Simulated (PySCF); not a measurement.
Simulation results for CH₅BClSi, AlB₂H₄, CH₄AlB₂, AlBH₅

Calculation on a computer-drawn molecule: the log of a Hartree-Fock and frozen-core CCSD(T) single point meant for a local Hartree-Fock minimum, with one planted fault or none, to be diagnosed. Offsets are logged minus clean, where the clean run is the same molecule without the fault. The reference is restricted for singlets and unrestricted otherwise, and also for a bond in bohr or an excited solution. Adding or removing an electron swaps singlet and doublet. The excited solution moves the top pair (singlet) or top alpha electron (doublet) to the lowest empty orbital. Highest occupied and lowest empty are orbital energies over both spins, largest force is the largest gradient component, triples share is (T) over the correlation energy, the T1 limit is 0.02 restricted and 0.045 unrestricted, electrons count all cores, a negative frequency is imaginary (commonest isotopes), and the dipole is about the centre of nuclear charge. Program: PySCF 2.14.0.

Common to all runs: meant multiplicity 1; logged SCF converged yes; possible faults no fault, one electron removed, one electron added, multiplicity raised by two, geometry at a saddle point, SCF held on an excited solution, minimal basis STO-3G, one bond length entered in bohr, all coordinates scaled.

(1) 
```xyz
9
formula=CH5BClSi meant_charge=1 meant_basis=cc-pV(D+d)Z logged_electrons=45 logged_basis_functions=99 logged_spin_squared=0.7629 logged_highest_occupied=-23.086 logged_lowest_empty=-13.948 logged_largest_force=0.047124 logged_T1_diagnostic=0.04673 logged_D1_diagnostic=0.29286 logged_triples_share=0.029478 logged_CC_converged=yes logged_dipole_magnitude=5.4627 logged_SCF_stable_within_its_kind=yes logged_energy_HF=-813.06158 logged_energy_CCSD(T)=-813.53867 planted_fault=one_electron_removed HF_energy_offset_from_clean_run=356.9 CCSD(T)_energy_offset_from_clean_run=369.9
B      0.7407    -0.0729    -0.0158
Si     0.3545     1.8230     0.7707
C      0.8140     1.8847     2.5596
Cl     1.6172     2.8162    -0.4911
H      1.0186    -1.0972    -0.5395
H     -1.0504     2.0548     0.4226
H      0.6700     2.9097     2.9135
H      1.8580     1.6128     2.7230
H      0.1682     1.2297     3.1499
```

Units: logged_highest_occupied, logged_lowest_empty in eV; logged_largest_force in hartree/bohr; logged_dipole_magnitude in debye; logged_energy_HF, logged_energy_CCSD(T) in hartree; HF_energy_offset_from_clean_run, CCSD(T)_energy_offset_from_clean_run in kcal/mol.

Drawn bonds:
| atom | other atom | order |
| --- | --- | --- |
| 1 | 2 | 1 |
| 2 | 3 | 1 |
| 2 | 4 | 1 |
| 1 | 5 | 1 |
| 2 | 6 | 1 |
| 3 | 7 | 1 |
| 3 | 8 | 1 |
| 3 | 9 | 1 |

Notes: T1 above single-reference limit.

(2) 
```xyz
9
formula=CH5BClSi meant_charge=1 meant_basis=cc-pV(D+d)Z logged_electrons=46 logged_basis_functions=99 logged_spin_squared=0 logged_highest_occupied=-8.8793 logged_lowest_empty=-12.95 logged_largest_force=0.18699 logged_CC_converged=no logged_dipole_magnitude=7.4192 logged_SCF_stable_within_its_kind=no logged_energy_HF=-813.03907 planted_fault=SCF_held_on_an_excited_solution HF_energy_offset_from_clean_run=371
B      0.7407    -0.0729    -0.0158
Si     0.3545     1.8230     0.7707
C      0.8140     1.8847     2.5596
Cl     1.6172     2.8162    -0.4911
H      1.0186    -1.0972    -0.5395
H     -1.0504     2.0548     0.4226
H      0.6700     2.9097     2.9135
H      1.8580     1.6128     2.7230
H      0.1682     1.2297     3.1499
```

Units: logged_highest_occupied, logged_lowest_empty in eV; logged_largest_force in hartree/bohr; logged_dipole_magnitude in debye; logged_energy_HF in hartree; HF_energy_offset_from_clean_run in kcal/mol.

Drawn bonds:
| atom | other atom | order |
| --- | --- | --- |
| 1 | 2 | 1 |
| 2 | 3 | 1 |
| 2 | 4 | 1 |
| 1 | 5 | 1 |
| 2 | 6 | 1 |
| 3 | 7 | 1 |
| 3 | 8 | 1 |
| 3 | 9 | 1 |

Notes: CCSD not converged.

(3) 
```xyz
7
formula=AlB2H4 meant_charge=1 meant_basis=cc-pV(D+d)Z logged_electrons=26 logged_basis_functions=23 logged_spin_squared=0 logged_highest_occupied=-13.88 logged_lowest_empty=-0.43737 logged_largest_force=0.019199 logged_T1_diagnostic=0.0072627 logged_D1_diagnostic=0.018257 logged_triples_share=0.011267 logged_CC_converged=yes logged_dipole_magnitude=0.0008314 logged_SCF_stable_within_its_kind=yes logged_energy_HF=-289.85576 logged_energy_CCSD(T)=-289.98137 planted_fault=minimal_basis_STO-3G HF_energy_offset_from_clean_run=2152 CCSD(T)_energy_offset_from_clean_run=2229
B      1.0503     0.9594    -2.2510
Al     0.0486    -0.3281    -0.8192
B     -0.9529    -1.6154     0.6130
H      0.7656     2.1157    -2.2832
H      1.8664     0.4860    -2.9783
H     -0.4332    -1.8199     1.6652
H     -2.0041    -2.0936     0.3206
```

Units: logged_highest_occupied, logged_lowest_empty in eV; logged_largest_force in hartree/bohr; logged_dipole_magnitude in debye; logged_energy_HF, logged_energy_CCSD(T) in hartree; HF_energy_offset_from_clean_run, CCSD(T)_energy_offset_from_clean_run in kcal/mol.

Drawn bonds:
| atom | other atom | order |
| --- | --- | --- |
| 1 | 2 | 1 |
| 2 | 3 | 1 |
| 1 | 4 | 1 |
| 1 | 5 | 1 |
| 3 | 6 | 1 |
| 3 | 7 | 1 |

(4) 
```xyz
7
formula=AlB2H4 meant_charge=1 meant_basis=cc-pV(D+d)Z logged_electrons=25 logged_basis_functions=71 logged_spin_squared=0.8368 logged_highest_occupied=-23.105 logged_lowest_empty=-13.39 logged_largest_force=0.042293 logged_T1_diagnostic=0.022163 logged_D1_diagnostic=0.066042 logged_triples_share=0.023241 logged_CC_converged=yes logged_dipole_magnitude=0.0006417 logged_SCF_stable_within_its_kind=yes logged_energy_HF=-292.75923 logged_energy_CCSD(T)=-292.97857 planted_fault=one_electron_removed HF_energy_offset_from_clean_run=330.5 CCSD(T)_energy_offset_from_clean_run=348
B      1.0503     0.9594    -2.2510
Al     0.0486    -0.3281    -0.8192
B     -0.9529    -1.6154     0.6130
H      0.7656     2.1157    -2.2832
H      1.8664     0.4860    -2.9783
H     -0.4332    -1.8199     1.6652
H     -2.0041    -2.0936     0.3206
```

Units: logged_highest_occupied, logged_lowest_empty in eV; logged_largest_force in hartree/bohr; logged_dipole_magnitude in debye; logged_energy_HF, logged_energy_CCSD(T) in hartree; HF_energy_offset_from_clean_run, CCSD(T)_energy_offset_from_clean_run in kcal/mol.

Drawn bonds:
| atom | other atom | order |
| --- | --- | --- |
| 1 | 2 | 1 |
| 2 | 3 | 1 |
| 1 | 4 | 1 |
| 1 | 5 | 1 |
| 3 | 6 | 1 |
| 3 | 7 | 1 |

(5) 
```xyz
8
formula=CH4AlB2 meant_charge=1 meant_basis=cc-pV(D+d)Z logged_electrons=32 logged_basis_functions=85 logged_spin_squared=1.1658 logged_highest_occupied=-13.34 logged_lowest_empty=-5.2125 logged_largest_force=0.027635 logged_T1_diagnostic=0.080322 logged_D1_diagnostic=0.25946 logged_triples_share=0.045454 logged_CC_converged=yes logged_dipole_magnitude=2.3769 logged_SCF_stable_within_its_kind=yes logged_energy_HF=-331.00449 logged_energy_CCSD(T)=-331.3749 planted_fault=one_bond_length_entered_in_bohr,row_7_of_the_drawn_bonds HF_energy_offset_from_clean_run=79.07 CCSD(T)_energy_offset_from_clean_run=86.52
B     -0.2734     2.1380    -1.2844
Al     0.2042     0.1300    -0.6348
B      0.6570    -1.7756    -0.0186
C      0.9633    -3.0648     0.3984
H     -1.3151     2.3251    -1.8287
H      0.5178     3.0033    -1.0807
H      1.8990    -3.3075     0.8952
H     -0.3215    -4.6426     0.1181
```

Units: logged_highest_occupied, logged_lowest_empty in eV; logged_largest_force in hartree/bohr; logged_dipole_magnitude in debye; logged_energy_HF, logged_energy_CCSD(T) in hartree; HF_energy_offset_from_clean_run, CCSD(T)_energy_offset_from_clean_run in kcal/mol.

Drawn bonds:
| atom | other atom | order |
| --- | --- | --- |
| 1 | 2 | 1 |
| 2 | 3 | 1 |
| 3 | 4 | 2 |
| 1 | 5 | 1 |
| 1 | 6 | 1 |
| 4 | 7 | 1 |
| 4 | 8 | 1 |

Notes: T1 above single-reference limit.

(6) 
```xyz
7
formula=AlBH5 meant_charge=-1 meant_basis=aug-cc-pV(D+d)Z logged_electrons=24 logged_basis_functions=19 logged_spin_squared=0 logged_highest_occupied=-0.75218 logged_lowest_empty=13.313 logged_largest_force=0.042501 logged_T1_diagnostic=0.0096474 logged_D1_diagnostic=0.02477 logged_triples_share=0.0083649 logged_CC_converged=yes logged_dipole_magnitude=1.9027 logged_SCF_stable_within_its_kind=yes logged_energy_HF=-266.07271 logged_energy_CCSD(T)=-266.17708 planted_fault=minimal_basis_STO-3G HF_energy_offset_from_clean_run=2133 CCSD(T)_energy_offset_from_clean_run=2221
B     -0.5191    -0.4668     0.6918
Al     0.3104    -1.8205     2.2238
H      0.1107     0.0473    -0.2215
H     -1.6802    -0.0833     0.6745
H      1.6867    -2.5694     1.7112
H      0.6610    -0.8742     3.5347
H     -0.7919    -2.9688     2.6556
```

Units: logged_highest_occupied, logged_lowest_empty in eV; logged_largest_force in hartree/bohr; logged_dipole_magnitude in debye; logged_energy_HF, logged_energy_CCSD(T) in hartree; HF_energy_offset_from_clean_run, CCSD(T)_energy_offset_from_clean_run in kcal/mol.

Drawn bonds:
| atom | other atom | order |
| --- | --- | --- |
| 1 | 2 | 1 |
| 1 | 3 | 1 |
| 1 | 4 | 1 |
| 2 | 5 | 1 |
| 2 | 6 | 1 |
| 2 | 7 | 1 |
